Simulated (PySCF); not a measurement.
**From computed data to an observable: dipole moment from atomic charges**

C₃H₃N₂, SMILES [c]1ccn[nH]1, multiplicity 2. Atoms are numbered in the order given.

```xyz
8

C     -1.1829    -0.0862     0.0000
C     -0.5210     1.1229     0.0000
C      0.8409     0.7150     0.0000
N      0.9788    -0.6106     0.0000
N     -0.2878    -1.0887     0.0000
H     -0.9369     2.1262     0.0000
H      1.7299     1.3463     0.0000
H     -0.4521    -2.0876     0.0000
```
Charge 0, spin multiplicity 2.

Coordinates come from a B3LYP-D3(BJ)/def2-SVP optimisation. The isomer is the one that the SMILES or the coordinates give; other isomers of the formula were not compared.

Charges (e) from PBE/def2-TZVP (PySCF):

```
atom  Mulliken  ESP fit
----  --------  -------
C1      -0.004   -0.046
C2      -0.148   -0.325
C3      -0.118    0.136
N4      -0.162   -0.427
N5      -0.054    0.063
H6       0.131    0.197
H7       0.115    0.118
H8       0.241    0.283
```

The dipole moment of the full density is 1.10 D.

### Question
What dipole moment does each set of point charges give, and which comes closer to that of the density?

### Answer

μ = Σ q r, and 1 e Å = 4.8032 D.
Mulliken: Σ q r = (-0.193, -0.162, 0.000) e Å, |μ| = 1.21 D.
ESP fit: Σ q r = (-0.206, -0.085, 0.000) e Å, |μ| = 1.07 D.
ESP fit comes closer in size. Point charges leave out the atoms' own dipoles (lone pairs, polarised bonds); fits to the potential absorb them, partitions of the density don't.
